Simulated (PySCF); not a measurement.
Electronic structure of In⁺ (indium, charge +1) at the UHF level

Configuration: [Kr] 4d10 5s1 5d1, high-spin 3D determinant (an excited configuration). Calculation: PySCF 2.14, in x2c-QZVPPall with one added diffuse shell each of s, p, d, f type (14s10p8d5f1g, 128 functions); the spin-free X2C one-electron Hamiltonian (Gaussian nucleus).

```
Total energy                                                  : -5877.717334 hartree
One-electron energy                                           : -8071.4856 hartree
Hartree (Coulomb) energy                                      : 2352.1900 hartree
Exchange energy                                               : -158.4218 hartree
⟨S²⟩                                                          : 2.0007
⟨L²⟩                                                          : 6.000
Sum of ⟨r⟩                                                    : 33.86 bohr
Sum of ⟨r²⟩                                                   : 68.47 bohr²
Traceless quadrupole moment −½Σ⟨3z² − r²⟩ along its main axis : 10.2 e·bohr²
Langevin diamagnetic susceptibility                           : -54.2 ×10⁻⁶ cm³/mol
```

| shell | electrons | mean orbital energy (hartree) | spread (hartree) | rms radius, mean of both spins (bohr) |
| --- | --- | --- | --- | --- |
| 1s α | 1 | -1032.40839 | 0 | 0.0340 |
| 1s β | 1 | -1032.40468 | 0 | 0.0340 |
| 2s α | 1 | -158.29876 | 0 | 0.139 |
| 2s β | 1 | -158.29530 | 0 | 0.139 |
| 2p α | 3 | -141.94579 | 0.00002 | 0.124 |
| 2p β | 3 | -141.94499 | 0.00055 | 0.124 |
| 3s α | 1 | -31.84248 | 0 | 0.371 |
| 3s β | 1 | -31.83562 | 0 | 0.371 |
| 3p α | 3 | -26.33939 | 0.00094 | 0.372 |
| 3p β | 3 | -26.33689 | 0.00109 | 0.372 |
| 3d α | 5 | -17.78802 | 0.00143 | 0.352 |
| 3d β | 5 | -17.78732 | 0.00113 | 0.352 |
| 4s α | 1 | -5.76044 | 0 | 0.908 |
| 4s β | 1 | -5.74558 | 0 | 0.908 |
| 4p α | 3 | -4.03141 | 0.00082 | 0.990 |
| 4p β | 3 | -4.02678 | 0.00256 | 0.990 |
| 4d α | 5 | -1.46445 | 0.00483 | 1.26 |
| 4d β | 5 | -1.45530 | 0.00375 | 1.26 |
| 5s α | 1 | -0.78954 | 0 | 2.61 |
| 5d α | 1 | -0.21685 | 0 | 5.99 |

The outer electron is Rydberg-like, and this basis confines it to a smaller radius and binds it less than a complete one would.

Densities and radii are taken from the X2C orbitals without a picture-change correction, which distorts them close to the nucleus.

Spin-orbit constants ζ (cm⁻¹) from the X2C one-electron operator on these orbitals: bare nucleus, nucleus screened by l(l+1)(2l+1)/3 electrons, and screened by the Breit-Pauli mean field of the electrons.

```tsv
shell	bare	screened nucleus	mean field
2p	1131000	1084000	n/a
3p	207000	198500	n/a
3d	30940	24630	n/a
4p	33720	32350	n/a
4d	3375	2686	n/a
5d	72.47	57.68	n/a
```

To first order the Landé constant is A = 28.84 cm⁻¹, so the lowest level has J = 1 and lies 0.0107 eV below the centre of the term. This holds in LS coupling only.
